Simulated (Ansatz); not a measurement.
C5H9O (SMILES CC(C)C[C]=O), doublet, geometry from GFN2-xTB. Base run: PBE/pcseg-1 (Ansatz, an electronic-structure program).

Geometry (Å):
```xyz
15

C     -1.4314     1.5111     0.6658
C     -0.6101     0.2554     0.3879
C     -1.3708    -0.7005    -0.5244
C      0.7377     0.6534    -0.2511
C      1.7249    -0.4405    -0.3592
O      1.7390    -1.5716     0.0145
H     -2.3815     1.2444     1.1231
H     -0.9036     2.1806     1.3417
H     -1.6358     2.0450    -0.2602
H     -0.3997    -0.2525     1.3349
H     -1.5951    -0.2223    -1.4764
H     -2.3081    -1.0003    -0.0616
H     -0.7839    -1.5953    -0.7154
H      1.2181     1.4407     0.3369
H      0.5756     1.0584    -1.2535
```
Charge 0, spin multiplicity 2.
Orbitals are unrestricted.
All else is at Ansatz's defaults.
Base energy -270.71994 Eh.

Each row names what was changed in the base input (with any setting that the change needs).

| change | ΔE vs base (kcal/mol) |
|---|---|
| base | 0.000 |
| final_grid = 4, 8, 17 | 0.237 |
| accuracy = high | 0.003 |
| fitting.mean_field = def2-universal-JKFIT | -0.082 |
| point_charge = charge:1.0 position_ang:-1.2732, -4.3883, -3.4986 | -2.69 |
| nuclear_model = gaussian | 0.018 |
| fitting.mean_field = cc-pVTZ-JKFIT | -0.065 |
| lower_state_search = full | 0.000 |
| final_grid = 10, 20, 41 | 0.000 |
| point_charge = charge:-1.0 position_ang:-5.395, -2.6863, 1.4567 | -2.99 |
| final_grid = 14, 28, 59 | 0.001 |
